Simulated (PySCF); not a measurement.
Gas-phase reaction: Sn(CH3)4 + 2 C2H2 (acetylene) = SnH4 + 4 C2H3 (vinyl)

Energies from PySCF (xtb for GFN2), thermal terms from the rigid-rotor harmonic-oscillator model, ideal gas at 1 bar. † marks an energy on the PBE0/def2-TZVP geometry and frequencies; other levels use their own. Open shells (unrestricted): C2H3 (vinyl) (multiplicity 2); the rest are closed-shell singlets. GFN2 has no spin-polarisation term. B3LYP is the form with VWN-RPA correlation. Sn: scalar-relativistic def2 core potential, no spin-orbit coupling. The harmonic model lacks anharmonicity and excited electronic states, which grow with temperature; levels with a mode under 35 cm⁻¹ are left out. Internal rotation in Sn(CH3)4 is treated as a harmonic vibration of one conformer, which makes the entropy rough.

| level | ΔE electronic, kJ | ΔH°(298 K), kJ | ΔS°(298 K), J/K | ΔG°(2000 K), kJ |
|---|---|---|---|---|
| B3LYP/def2-TZVP† | 865 | 802 | 352 | 149 |
| BLYP/def2-TZVP† | 845 | 782 | 352 | 129 |
| GFN2-xTB | 952 | 880 | 338 | 246 |
| PBE/def2-SVP | 877 | 812 | 349 | 161 |
| PBE0/def2-SVP† | 877 | 814 | 352 | 160 |
| PBE0/def2-TZVP | 894 | 832 | 352 | 178 |
| r2SCAN/def2-TZVP† | 860 | 798 | 352 | 144 |
| LDA/def2-TZVP† | 1006 | 944 | 352 | 290 |
| ωB97M-V/def2-TZVP† | 953 | 890 | 352 | 237 |
| ωB97X-V/def2-TZVP† | 944 | 882 | 352 | 228 |
ΔH° is lowest at BLYP/def2-TZVP† and highest at LDA/def2-TZVP†. No reference value is set beside these.
